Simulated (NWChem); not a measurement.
System: AlHOBr$_{2}$; SMILES [OH][Al]([Br])[Br]

The following NWChem deck was run.

```
start job
memory heap 200 mb stack 900 mb global 1100 mb
geometry units angstroms noautosym nocenter noautoz
  Al    -0.057999    -0.000000     0.733436
  Br    -1.935520     0.000000    -0.471525
  Br     1.941808    -0.000000    -0.280210
  O     -0.203180    -0.000000     2.414389
  H      0.517357     0.000000     3.047104
end
basis spherical
  Al library 6-31g*
  Br library 6-31g*
  O library 6-31g*
  H library 6-31g*
end
dft
  xc xpbe96 cpbe96
  iterations 150
end
property
  efieldgrad
end
task dft property
```

NWChem printed, in part:

```
             Northwest Computational Chemistry Package (NWChem) 7.3.0
             --------------------------------------------------------

                             Geometry "geometry" -> ""
                             -------------------------

 Output coordinates in angstroms (scale by  1.889725989 to convert to a.u.)

  No.       Tag          Charge          X              Y              Z
 ---- ---------------- ---------- -------------- -------------- --------------
    1 Al                  13.0000    -0.05799900     0.00000000     0.73343600
    2 Br                  35.0000    -1.93552000     0.00000000    -0.47152500
    3 Br                  35.0000     1.94180800     0.00000000    -0.28021000
    4 O                    8.0000    -0.20318000     0.00000000     2.41438900
    5 H                    1.0000     0.51735700     0.00000000     3.04710400

 Effective nuclear repulsion energy (a.u.)     518.6987222039

  pbe96 is a nonlocal functional; adding pw91lda local functional.
                              NWChem Property Module
                              ----------------------

  itol2e modified to match energy
  convergence criterion.

                                 NWChem DFT Module
                                 -----------------

 Summary of "ao basis" -> "ao basis" (spherical)
 ------------------------------------------------------------------------------
       Tag                 Description            Shells   Functions and Types
 ---------------- ------------------------------  ------  ---------------------
 Al                          6-31g*                  8       18   4s3p1d
 Br                          6-31g*                 12       32   5s4p3d
 O                           6-31g*                  6       14   3s2p1d
 H                           6-31g*                  2        2   2s

  itol2e modified to match energy
  convergence criterion.

            General Information
            -------------------
          SCF calculation type: DFT
          Wavefunction type:  closed shell.
          No. of atoms     :     5
          No. of electrons :    92
           Alpha electrons :    46
            Beta electrons :    46
          Charge           :     0
          Spin multiplicity:     1
          Use of symmetry is: off; symmetry adaption is: off
          Maximum number of iterations: 150
          AO basis - number of functions:    98
                     number of shells:    40
          Convergence on energy requested:  1.00D-07
          Convergence on density requested:  1.00D-05
          Convergence on gradient requested:  5.00D-04

              XC Information
              --------------
          PerdewBurkeErnzerhof Exchange Functional  1.000
            Perdew 1991 LDA Correlation Functional  1.000 local
           PerdewBurkeErnz. Correlation Functional  1.000 non-local

             Grid Information
             ----------------
          Grid used for XC integration:  fine
          Radial quadrature: Mura-Knowles
          Angular quadrature: Lebedev.
          Tag              B.-S. Rad. Rad. Pts. Rad. Cut. Ang. Pts.
          ---              ---------- --------- --------- ---------
          Al                  1.25      123           9.0       770
          Br                  1.15      140          11.0       974
          O                   0.60       70          10.0       590
          H                   0.35       60          12.0       590
          Grid pruning is: on
          Number of quadrature shells:   533
          Spatial weights used:  Erf1

      Superposition of Atomic Density Guess
      -------------------------------------

 Sum of atomic energies:       -5461.28579254

      Non-variational initial energy
      ------------------------------

 Total energy =   -5462.052039
 1-e energy   =   -8637.334473
 2-e energy   =    2656.583712
 HOMO         =      -0.404026
 LUMO         =      -0.032706

[...]

          -----------------------
          Electric field gradient
          -----------------------

 1 a.u. = 0.324123 10**(16) esu/cm**3  ( or statvolts/cm**2 ) = 0.97174 10**(22) v/m**2

 ------------------------------------------------------------
   Atom      X         Y         Z
 ------------------------------------------------------------
    1 Al  -0.10960   0.00000   1.38599
 ------------------------------------------------------------

 Electric field gradient in molecular frame (a.u.)
         XX             YY             ZZ             XY             XZ             YZ
 ------------------------------------------------------------------------------------------
        0.075477      -0.552096       0.476620      -0.000000       0.045813       0.000000

 Principal components (a.u.) and orientation
 of principal axis w.r.t. absolute frame                      Asymmetry parameter eta
 --------------------------------------------------------------------------------------
       -0.552096       0.481785       0.070311                       0.745295

        0.000000       0.112045       0.993703
        1.000000       0.000000      -0.000000
       -0.000000       0.993703      -0.112045

 ------------------------------------------------------------
   Atom      X         Y         Z
 ------------------------------------------------------------
    2 Br  -3.65760   0.00000  -0.89105
 ------------------------------------------------------------

 Electric field gradient in molecular frame (a.u.)
         XX             YY             ZZ             XY             XZ             YZ
 ------------------------------------------------------------------------------------------
       -1.749296       1.207457       0.541839      -0.000000      -2.375602      -0.000000

 Principal components (a.u.) and orientation
 of principal axis w.r.t. absolute frame                      Asymmetry parameter eta
 --------------------------------------------------------------------------------------
       -3.241115       2.033658       1.207457                       0.254913

        0.846864      -0.531810      -0.000000
        0.000000      -0.000000       1.000000
        0.531810       0.846864       0.000000

 ------------------------------------------------------------
   Atom      X         Y         Z
 ------------------------------------------------------------
    3 Br   3.66949   0.00000  -0.52952
 ------------------------------------------------------------

 Electric field gradient in molecular frame (a.u.)
         XX             YY             ZZ             XY             XZ             YZ
 ------------------------------------------------------------------------------------------
       -2.094464       1.161581       0.932882      -0.000000       1.945360      -0.000000

 Principal components (a.u.) and orientation
 of principal axis w.r.t. absolute frame                      Asymmetry parameter eta
 --------------------------------------------------------------------------------------
       -3.045670       1.884089       1.161581                       0.237224

        0.898359       0.439263       0.000000
        0.000000      -0.000000       1.000000
       -0.439263       0.898359       0.000000

 ------------------------------------------------------------
   Atom      X         Y         Z
 ------------------------------------------------------------
    4 O   -0.38395   0.00000   4.56253
 ------------------------------------------------------------

 Electric field gradient in molecular frame (a.u.)
         XX             YY             ZZ             XY             XZ             YZ
 ------------------------------------------------------------------------------------------
       -0.169348       0.727703      -0.558355       0.000000      -0.880345      -0.000000

 Principal components (a.u.) and orientation
 of principal axis w.r.t. absolute frame                      Asymmetry parameter eta
 --------------------------------------------------------------------------------------
       -1.265428       0.727703       0.537725                       0.150129

        0.626204       0.000000       0.779659
        0.000000       1.000000      -0.000000
        0.779659      -0.000000      -0.626204

 ------------------------------------------------------------
   Atom      X         Y         Z
 ------------------------------------------------------------
    5 H    0.97766   0.00000   5.75819
 ------------------------------------------------------------

 Electric field gradient in molecular frame (a.u.)
         XX             YY             ZZ             XY             XZ             YZ
 ------------------------------------------------------------------------------------------
       -0.168577       0.249052      -0.080475       0.000000      -0.360293      -0.000000

 Principal components (a.u.) and orientation
 of principal axis w.r.t. absolute frame                      Asymmetry parameter eta
 --------------------------------------------------------------------------------------
       -0.487502       0.249052       0.238450                       0.021746

        0.748786       0.000000      -0.662812
       -0.000000       1.000000       0.000000
        0.662812      -0.000000       0.748786
```

Level: PBE/6-31G* (spherical d). The geometry was optimised at PBE0/def2-SVP. NWChem prints the field gradient with the sign opposite to the second derivative of the potential.
